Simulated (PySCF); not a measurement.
Q: What does the PBE0-D3(BJ)/def2-SVP structure of InChI=1S/CH3Cl3Ge/c1-5(2,3)4/h1H3 look like in three dimensions?

A: 
```xyz
8
CH3Cl3Ge angstrom
Ge     0.0394   -0.0067   -0.8119
C     -0.0233   -0.0156    1.1111
H     -1.0670    0.0621    1.4448
H      0.5527    0.8397    1.4905
H      0.4171   -0.9527    1.4782
Cl     2.0649   -0.0152   -1.5099
Cl    -0.9143    1.7256   -1.6368
Cl    -0.9312   -1.7228   -1.6496
```

Any rigid rotation of these coordinates is as good. Atoms count from 1 in this order. Ge1 (germanium bonded to C and 3 Cl) is tetrahedral (angles from 107.2° to 112.0°). All 3 Cl–Ge bonds measure 2.142 to 2.143 Å.

Bonds between heavy atoms (Å): Ge1–C2 1.924, Ge1–Cl6 2.142, Ge1–Cl7 2.143, Ge1–Cl8 2.142.

Computed with PBE0-D3(BJ)/def2-SVP geometry optimisation, gas phase (PySCF).

Point group: near C3v, missed by 0.12 Å at most; the miss may be what the optimiser left on a soft mode (C3 holds within 0.08 Å). No PBE0-D3(BJ)/def2-SVP frequencies stand behind this structure, so it isn't proved a minimum.

Hardware: one thread, AMD EPYC (x86_64), on a shared host. Cost: 93 s of wall time, 0.48 GiB resident at most. That covers the optimisation of the geometry.
